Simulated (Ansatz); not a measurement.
Input file for Ansatz (an electronic-structure program): U-B3LYP/def2-TZVPP on H3NSn (SMILES [NH2][SnH]), a point of a bond scan (R = 1.968 Å). Elements past Kr take the def2 small-core potentials; no spin–orbit coupling.

Ansatz 0.2 input:
```yaml
crystal:
  periodic: [false, false, false]
  atoms:
    - {symbol: Sn, position_ang: [-0.11927895, 0.17664945, 0.24401699]}
    - {symbol: H, position_ang: [-0.61798940, 1.48776895, -1.13567446]}
    - {symbol: N, position_ang: [0.67637723, -1.05570039, -1.15735305]}
    - {symbol: H, position_ang: [0.70027728, -0.86642154, -2.14802155]}
    - {symbol: H, position_ang: [1.10168186, -1.94472436, -0.94110888]}
basis:
  gaussian:
    orbitals: def2-TZVPP
hamiltonian:
  xc: {name: B3LYP}
magnetization: {spin_polarized: true, initial_magnetization: 0}
```

It printed:

```
WARN ansatz: RAYON_NUM_THREADS=1 ignored (pool sized by the plan → 1); use --threads N
Functional definition: B3LYP
integrals: 0.03 GiB planned
764 factors; their error is unknown
mean field: 0.46 GiB planned
mean field evaluation 1: about -7363.2450 eV, gradient 5.0e1 eV
mean field evaluation 2: about -7307.9048 eV, gradient 9.8e1 eV
mean field evaluation 4: about -7372.8679 eV, gradient 6.7e0 eV
mean field evaluation 8: about -7373.0393 eV, gradient 1.0e-1 eV
mean field evaluation 16: about -7373.1052 eV, gradient 5.5e-5 eV
mean field -7373.10523852 eV, -270.9566198454 hartree, gradient 9.8e-6 eV, S^2 0.000000; 0 other end points of the search recorded, 0 dependent functions left out
reference -7373.10545960 eV, -270.9566279700 hartree; 16, 16 occupied and 107, 107 virtual orbitals, 764 factors
Total energy: -7373.10545960 eV, -270.9566279700 hartree
```

The calculation finished and met its thresholds.

Cost: very roughly 2.6 core-seconds.
